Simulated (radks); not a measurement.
Ionisation of neutral germanium, [Ar] 3d10 4s2 4p2, to [Ar] 3d10 4s2 4p1 as the strength of local exchange is varied. All-electron calculation, Dirac Kohn-Sham, Slater X-alpha exchange (alpha = 2/3 is LDA exchange), no correlation, spin-unpolarised, spherical densities, finite nucleus; open shells fill j = l - 1/2 first; Fermi nuclear charge, rms radius 4.0742 fm. Program: a radial shooting solver on a logarithmic mesh with Libxc functionals.

| alpha | E(Ge) (hartree) | exchange (hartree) | IE (eV) | -e of the level emptied (eV) | <r> of it (bohr) |
|---|---|---|---|---|---|
| 0.584 | -2084.02583 | -64.25798 | 6.060 | 2.643 (4p1/2) | 3.049 |
| 0.667 | -2093.17895 | -73.72087 | 6.670 | 3.141 (4p1/2) | 2.939 |
| 0.744 | -2101.70711 | -82.57247 | 7.262 | 3.636 (4p1/2) | 2.847 |
| 0.945 | -2124.13495 | -106.00741 | 8.920 | 5.065 (4p1/2) | 2.644 |
| 1.015 | -2132.00185 | -114.28007 | 9.534 | 5.608 (4p1/2) | 2.583 |
| 1.029 | -2133.57870 | -115.94148 | 9.659 | 5.719 (4p1/2) | 2.571 |

NIST Atomic Spectra Database: 7.899 eV (measured). The Delta-SCF value meets it near alpha = 0.82. Spin polarisation and multiplet splitting are left out, so open shells lie too high by an amount that depends on their filling.

Beside tabulated values, note that spin-unpolarised runs miss the spin-polarisation part of the exchange energy of open shells.
